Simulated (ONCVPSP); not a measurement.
## Ranking ONCV potentials for aluminium (Al)

All share these settings but for the change named:

aluminium, optimised norm-conserving Vanderbilt (ONCV), made with ONCVPSP 4.0.1 (PBEsol, non-relativistic). Core [Ne], reference 3s2 3p1. Waves: 3s: rc 1.85 bohr, ncon 4, nbas 8, qcut 2.8 1/bohr, local; 3p: rc 2.55 bohr, ncon 5, nbas 9, qcut 3.1 1/bohr, 2 projectors, debl 3.1 Ha; d scattering state at 0.09 Ha: rc 2.70 bohr, ncon 3, nbas 7, qcut 3.9 1/bohr, 2 projectors, debl 1.9 Ha. Local part: the s channel. Core correction: none.

Cutoff: the first of the cutoffs (Ha) at which the residual kinetic energy of the hardest occupied pseudo-wave falls to 1 and 0.1 mHa per electron; the density cutoff is not measured.

The base gives 10 Ha.

Of 7 variants that were run, those that failed, showed a ghost or another fault, or gave nearly equal values are left out.

Question: Rank these variants from softest to hardest (loose cutoff).
A. s: qcut 2.6; p: qcut 2.8; d: qcut 3.6
B. s: qcut 2.3; p: qcut 2.5; d: qcut 3.1
C. s: qcut 4; p: qcut 4.5; d: qcut 5.6
D. s: qcut 1.8; p: qcut 2; d: qcut 2.5

Answer: C (6 Ha), A (12 Ha), B (22 Ha), D (30 Ha).
